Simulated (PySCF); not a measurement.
Delta-SCF ions had no search for a lower state. Excitations are Tamm–Dancoff values on a coarser integration grid. The basis has no diffuse functions, so Rydberg states are missing or too high.

**H₆OSi₃, SMILES `O/[SiH]=[SiH]\[SiH3]` (H–O–Si–Si torsion 156°) (charge 0, multiplicity 1)**

The numbers are results of PBE-D3(BJ)/def2-TZVP // r2SCAN-D4/def2-TZVP in PySCF, not measurements.

```yaml
HOMO: -5.18 eV
dipole_moment: 2.84 D
HOMO–LUMO gap: 2.44 eV
LUMO: -2.74 eV
S1 excitation (TDA): 3.82 eV
S1 oscillator strength: 0.051
brightest of the four lowest singlets (TDA): 4.04 eV
T1 excitation (TDA): 1.77 eV
S1–T1 gap (TDA): 2.05 eV
vertical ionisation energy (Delta-SCF): 7.76 eV
total_energy: -25764.58 eV
cost: very roughly 110 core-seconds
```

```xyz
10

O      1.6752     1.7015    -0.1048
Si     1.6358     0.1075     0.2829
Si     0.1067    -1.2691    -0.4806
Si    -1.9516    -0.1890    -0.2367
H      2.5192     2.1588    -0.0414
H      3.0050    -0.3076     0.7120
H      0.2557    -2.3882     0.5057
H     -2.4757    -0.1908     1.1557
H     -2.9744    -0.8405    -1.0995
H     -1.7960     1.2174    -0.6934
```
Charge 0, spin multiplicity 1.
